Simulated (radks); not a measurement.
Results of a calculation; reference values are marked as such.
Effect of the nuclear size on the tin ion Sn+, [Kr] 4d10 5s2 5p1. Code: a radial shooting solver on a logarithmic mesh with Libxc functionals. Model: Dirac Kohn-Sham, relativistic LDA (MacDonald-Vosko exchange, VWN5 correlation), spin-unpolarised, spherical densities, finite nucleus; open shells are shared between the two j in proportion to 2j + 1; Fermi nuclear charge, rms radius 4.6519 fm. The rms radius is varied about that value; shifts are against it.

rms radius (fm) = 3.7262: total energy shift (eV) -1.47; density at nucleus (e/bohr^3) 1.955e+05; 1s1/2 shift (meV) -613; 2s1/2 shift (meV) -70.2; 4p1/2 shift (meV) 0.243; 5s1/2 shift (meV) -0.243; 5p1/2 shift (meV) 0.061; 5p3/2 shift (meV) 0.062; 6s1/2 (empty) shift (meV) -0.041
rms radius (fm) = 4.2891: total energy shift (eV) -0.609; density at nucleus (e/bohr^3) 1.913e+05; 1s1/2 shift (meV) -254; 2s1/2 shift (meV) -29.1; 4p1/2 shift (meV) 0.101; 5s1/2 shift (meV) -0.101; 5p1/2 shift (meV) 0.025; 5p3/2 shift (meV) 0.026; 6s1/2 (empty) shift (meV) -0.017
rms radius (fm) = 4.6519: total energy shift (eV) 0; density at nucleus (e/bohr^3) 1.89e+05; 1s1/2 shift (meV) 0.000; 2s1/2 shift (meV) 0.000; 4p1/2 shift (meV) 0.000; 5s1/2 shift (meV) 0.000; 5p1/2 shift (meV) 0.000; 5p3/2 shift (meV) 0.000; 6s1/2 (empty) shift (meV) 0.000
rms radius (fm) = 4.8287: total energy shift (eV) 0.312; density at nucleus (e/bohr^3) 1.879e+05; 1s1/2 shift (meV) 130; 2s1/2 shift (meV) 14.9; 4p1/2 shift (meV) -0.052; 5s1/2 shift (meV) 0.052; 5p1/2 shift (meV) -0.013; 5p3/2 shift (meV) -0.013; 6s1/2 (empty) shift (meV) 0.009
rms radius (fm) = 5.7916: total energy shift (eV) 2.18; density at nucleus (e/bohr^3) 1.827e+05; 1s1/2 shift (meV) 910; 2s1/2 shift (meV) 104; 4p1/2 shift (meV) -0.361; 5s1/2 shift (meV) 0.360; 5p1/2 shift (meV) -0.091; 5p3/2 shift (meV) -0.093; 6s1/2 (empty) shift (meV) 0.061

Slopes of the eigenvalues against <r^2> in GHz/fm^2, as finite differences over the two radii next to the reference (eigenvalue slopes, not the field-shift constants of lines): 1s1/2 18900, 2s1/2 2160, 4p1/2 -7.48, 5s1/2 7.48, 5p1/2 -1.88, 5p3/2 -1.92.
